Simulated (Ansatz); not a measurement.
Mulliken charges of `C#[C][GeH2][OH]` from PBE/def2-TZVPP in Ansatz (PBE0-D4/def2-TZVP geometry).

```tsv
atom	x (Å)	y (Å)	z (Å)	charge (e)
C1	-0.613	1.902	-1.198	-0.133
C2	-0.194	0.973	-0.557	-0.181
Ge3	0.516	-0.453	0.464	0.354
O4	-0.716	-1.732	0.376	-0.373
H5	-0.994	2.718	-1.768	0.202
H6	0.721	-0.007	1.921	-0.020
H7	1.836	-0.939	-0.159	-0.020
H8	-0.464	-2.518	0.866	0.172
```

Problem. By hand: the dipole of these point charges (1 e Å = 4.8032 D).

Solution. Σ q r = (0.235, 0.191, 0.041) e Å, of length 0.306 e Å = 1.47 D.

Problem. How does the dipole of the full density compare? (Estimate.)

Solution. Computed: (0.213, -0.029, 0.128) e Å, 1.20 D; the point charges give 1.23 times that, at 49° from its direction.

Point charges leave out the atoms' own dipoles, such as those of lone pairs, and Mulliken's split depends on the basis, so the two needn't agree.
